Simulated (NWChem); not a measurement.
A series in which one site is exchanged, each optimised at PBE0/def2-SVP with NWChem, gas phase unless a solvent is named. Some are not confirmed as minima by frequencies. def2 effective core potentials on Te, I; no spin-orbit coupling.

A: [TeH]I (HTeI; site = I)
B: Cl[TeH] (HTeCl; site = Cl)
C: F[TeH] (HTeF; site = F)
D: [TeH2] (H2Te; site = H)

Task: Rank them by vertical ionisation energy, ΔSCF, B3LYP/def2-SVP (eV), lowest first.

Result: A (8.48), B (8.87), D (9.01), C (9.13)
